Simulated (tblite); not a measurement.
Compound: C₃GaN₃.
SMILES: `N#[C][Ga]([C]#N)[C]#N`

Computed values, GFN2-xTB/tblite, gas phase, harmonic and unscaled. Against measured fundamentals such values can be off by several per cent, at times by over 20.

Harmonic wavenumbers (cm⁻¹): 39.5, 64.3, 64.5, 181.7, 182.1, 199.9, 246.5, 274.0, 274.2, 318.6, 426.0, 426.0, 2299.9, 2300.0, 2304.1.

A = 1812, B = 1811, C = 905.7 MHz; mass 146.935 u (most abundant isotopes); point group D3h, symmetry number 6.

Problem. Zero-point energy?

Solution. Half the sum of the wavenumbers: 4801 cm⁻¹ = 57.43 kJ/mol.

Problem. Give the ideal-gas entropy at 350 K and 1 bar in the rigid-rotor, harmonic-oscillator model (classical rotation).

Solution. Translation 174.42, rotation 108.74, vibration 134.23: S = 417.4 J/(mol K).

Problem. And Cp and H(350 K) − H(0)?

Solution. Cp = 124.79 J/(mol K), of which vibrations give 91.53 (their classical limit is 15 R = 124.7); H(350 K) − H(0) = 33.57 kJ/mol without the zero-point energy, 21.93 from vibrations.

Problem. Blend soft modes into free rotors: weight 1/[1 + (100 cm⁻¹/ν̃)⁴] for the oscillator and the rest for a rotor with moment μB/(μ + B), μ = h/(8π²ν), B = 10⁻⁴⁴ kg m². What vibrational entropy results?

Solution. 118.88 J/(mol K) in place of 134.23, which changes −T·S at 350 K by +5.37 kJ/mol.

Problem. What must be added to the electronic energy to get the Gibbs energy at 350 K and 1 bar?

Solution. ZPE + [H(350 K) − H(0)] − T·S = 57.43 + 33.57 − 146.09 = -55.09 kJ/mol.

Problem. Which modes carry the vibrational entropy at 350 K?

Solution. 39.5 cm⁻¹: 23.44; 64.3 cm⁻¹: 19.40; 64.5 cm⁻¹: 19.38; 181.7 cm⁻¹: 10.93; 182.1 cm⁻¹: 10.91; 199.9 cm⁻¹: 10.18 J/(mol K); the other 9 give 40.00 together.

Hindered rotation and anharmonicity are outside this model.
